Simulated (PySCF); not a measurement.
Species: InMe2(CCH), C4H7In.
SMILES: `C#[C][In]([CH3])[CH3]`

A linear-response calculation (PySCF, def2-SVPD basis, gas phase, vertical, core orbitals frozen in the response) gave these numbers; the functional is withheld.

Orbital energies (eV): HOMO-3 -8.52, HOMO-2 -8.03, HOMO-1 -7.81, HOMO -7.27, LUMO -1.36, LUMO+1 -0.28, LUMO+2 0.71.

```json
{"state": "S1", "E (eV)": "4.53", "f": "0.0000", "main configurations (H = HOMO, L = LUMO)": "H→L (99%)"}
{"state": "S2", "E (eV)": "5.26", "f": "0.0000", "main configurations (H = HOMO, L = LUMO)": "H-2→L (96%)"}
{"state": "S3", "E (eV)": "5.42", "f": "0.052", "main configurations (H = HOMO, L = LUMO)": "H-1→L (89%)"}
{"state": "S4", "E (eV)": "5.81", "f": "0.0071", "main configurations (H = HOMO, L = LUMO)": "H-3→L (98%)"}
{"state": "S5", "E (eV)": "6.11", "f": "0.164", "main configurations (H = HOMO, L = LUMO)": "H→L+1 (98%)"}
{"state": "S6", "E (eV)": "6.58", "f": "0.0000", "main configurations (H = HOMO, L = LUMO)": "H-1→L+2 (83%), H-1→L+6 (14%)"}
```

Triplets (Tamm–Dancoff): T1 4.31 eV, H→L (96%); T2 4.42 eV, H-1→L (80%), H-1→L+5 (11%); T3 4.96 eV, H-2→L (88%); T4 5.30 eV, H→L+2 (41%), H-2→L+2 (29%), H-2→L+6 (10%).

Vertical ionisation energy by ΔSCF with the same functional: 9.03 eV. Mean static polarisability: 83.8 au.

Question: Name the functional.
A. PBE0
B. HF
C. CAM-B3LYP
D. PBE

Answer: A. PBE0 is a global hybrid with 25% exact exchange. In this run −ε(HOMO) = 7.27 eV differs from the ΔSCF value by -1.77 eV, and S1 differs from the orbital gap of 5.90 eV by -1.38 eV. The ratio −ε(HOMO)/IP is 0.80. Small neutral molecules mostly give 0.7 to 0.83 with PBE0, 0.5 to 0.7 with PBE, 0.85 to 0.93 with CAM-B3LYP; with Hartree–Fock the ratio is 1 or more (Koopmans' value less the relaxation energy is the ΔSCF value). The other options: PBE, a GGA without exact exchange; HF, time-dependent Hartree–Fock, 100% exact exchange; CAM-B3LYP, range-separated, 19% exact exchange at short range and 65% at long range (ω = 0.33 bohr⁻¹).

Computed with TDDFT PBE0/def2-SVPD, vertical, gas phase, core orbitals frozen in the response, def2 core potentials past Kr (PySCF 2.14.0, density-fitted response routines). Geometry: PBE0-D3(BJ)/def2-SVP; no solvent, vibrations or thermal averaging. Spin–orbit coupling is left out.
